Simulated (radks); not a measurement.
The numbers below are computed, except where a source is named.
Polarisability of the chromium ion Cr+, [Ar] 3d5, at imaginary frequency. Code: a radial shooting solver on a logarithmic mesh with Libxc functionals. Model: scalar-relativistic Kohn-Sham, LDA (Slater exchange, Perdew-Wang correlation), spin-unpolarised, spherical densities, finite nucleus; Fermi nuclear charge, rms radius 3.6452 fm. Response by self-consistent Sternheimer equations with the Hartree and adiabatic LDA kernel, the relativistic mass of each level held fixed and spin-orbit coupling left out.

| w (hartree) | alpha1(iw) (bohr^3) |
|---|---|
| 0.00266 | 17.03 |
| 0.0143 | 16.94 |
| 0.0360 | 16.50 |
| 0.0697 | 15.26 |
| 0.118 | 13.07 |
| 0.186 | 10.45 |
| 0.280 | 8.052 |
| 0.413 | 6.094 |
| 0.605 | 4.496 |
| 0.892 | 3.177 |
| 1.35 | 2.095 |
| 2.12 | 1.232 |
| 3.59 | 0.5980 |
| 6.94 | 0.2131 |
| 17.5 | 0.04480 |

Static values: alpha1 = 17.03 bohr^3 (2.524 angstrom^3; uncoupled 22.15). C6 = 65.36, triple-dipole C9 = 699.5 atomic units. One-pole (London) frequency 4 C6 / (3 alpha1^2) = 0.300 hartree, against 0.373 for minus the highest occupied eigenvalue.
